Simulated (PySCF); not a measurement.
This script is equivalent to a calculation on Al²⁺ (aluminium, charge +2).

```python
from pyscf import gto, scf, dft, mp, cc
import basis_set_exchange as bse
mol = gto.M(atom="Al 0 0 0", charge=2, spin=1, symmetry="D2h",
            basis=gto.basis.parse(bse.get_basis("aug-cc-pVDZ-DK", elements=["Al"], fmt="nwchem")),
            nucmod="G")
mf = dft.UKS(mol, xc="R2SCAN").sfx2c1e()
mf.irrep_nelec = {'Ag': (3, 2), 'B1u': (1, 1), 'B2u': (1, 1), 'B3u': (1, 1)}
mf.kernel()
```

Problem. What total energy does it give?

Solution. -241.862 hartree (calculated).

Problem. Which occupied shell lies highest, and where?

Solution. 3s α, at -24.700 eV.

Problem. What is ⟨S²⟩, and what would a pure spin state give?

Solution. 0.750, against 0.75.
